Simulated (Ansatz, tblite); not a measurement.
Ti oxide hydroxide: gap (eV) at several levels, gas phase, relaxed structures; Ansatz, xTB through tblite. Clusters are the lowest isomers that short searches found in that spin, judged at the geometry's level. The structures are stationary points that may keep the symmetry of their start.

| species | state | geometry | GFN2-xTB | PBE-D4/def2-SVP | PBE-D4/def2-TZVP | r2SCAN-D4/def2-TZVP | PBE0-D4/def2-SVP | PBE0-D4/def2-TZVPD |
| --- | --- | --- | --- | --- | --- | --- | --- | --- |
| TiO3H2 (with an O–O bond) | singlet | PBE0-D4/def2-SVP | 2.18 | 2.62 | 2.70 | 3.13 | 5.22 | 5.28 |
| TiO4H4 (with an O–O bond) | singlet | PBE-D4/def2-SVP | 3.67 | 3.81 | 3.79 | 4.27 | 6.37 | 6.39 |
| Ti2O5H2 | singlet | PBE-D4/def2-SVP | 2.76 | 3.00 | 3.06 | 3.45 | 5.31 | 5.38 |

Over the 3 species that have every level, the mean is 2.87 at GFN2-xTB, 3.14 at PBE-D4/def2-SVP, 3.18 at PBE-D4/def2-TZVP, 3.62 at r2SCAN-D4/def2-TZVP, 5.63 at PBE0-D4/def2-SVP, 5.69 at PBE0-D4/def2-TZVPD. Orbital gaps grow with the share of exact exchange and aren't one observable across functionals.
